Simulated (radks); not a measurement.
Numerical settings for the tantalum ion Ta+, [Xe] 4f14 5d3 6s1. All-electron calculation, scalar-relativistic Kohn-Sham, SCAN, spin-polarised, spherical densities, finite nucleus; open shells are filled with parallel spins first (spin-orbit coupling, left out, can overturn this in heavy ions); meta-GGA in the generalised Kohn-Sham scheme; Fermi nuclear charge, rms radius 5.3507 fm. Program: a radial shooting solver on a logarithmic mesh with Libxc functionals. The defaults (mesh step 0.008 in ln r, mesh end at 40 bohr or more with all orbitals vanishing there, Anderson mixing 0.5 over 9 steps, residual threshold near 1e-9 with the energy settled to 1e-9 hartree or 1e-11 of itself, here a cap of 64 iterations) give E = -15604.420 hartree and 5d at -11.455 eV in 12 iterations. Run on one thread of a shared host, so times are rough (Arm Neoverse N1): 0.33 s of CPU time, 0.33 s wall, 12 iterations on 2360 mesh points. Changes against that run (0 stands for a change within the tolerance of the run):

setting                     iterations         converged  E (mhartree)  e(5d) (meV)  CPU (s)
mesh step in ln r 0.005             13               yes        -0.224     +0.00345     0.54
mesh step in ln r 0.05              13               yes          +334        -0.83     0.08
mesh step in ln r 0.2                2                no      diverged            -     0.01
mesh end (bohr) 2                   12  level above zero     +1.25e+04    +6.28e+04     0.26
mesh end (bohr) 400                 12               yes         +0.14            0     0.34
residual threshold 1e-05            11               yes             0      +0.0502     0.32
residual threshold 1e-16            64                no             0     -0.00455     0.84
mixing 0.05                         16               yes             0      +0.0189     0.43
linear mixing, mixing 0.2           63               yes      +0.00132     -0.00294      1.3
linear mixing, mixing 0.05          64                no         +38.1        -77.7      1.5
mixing history 3                    14               yes             0      -0.0128     0.37
iteration cap 2                      2                no      +2.7e+03    -1.38e+04     0.07

Settled on a wrong energy, with an occupied level pushed above zero by the early mesh end: mesh end (bohr) 2 (+12.5 hartree). Apart from these: settings that end as converged yet miss the energy by more than 1 mhartree: mesh step in ln r 0.05 (+0.334 hartree). A mesh that ends early acts as a hard wall.
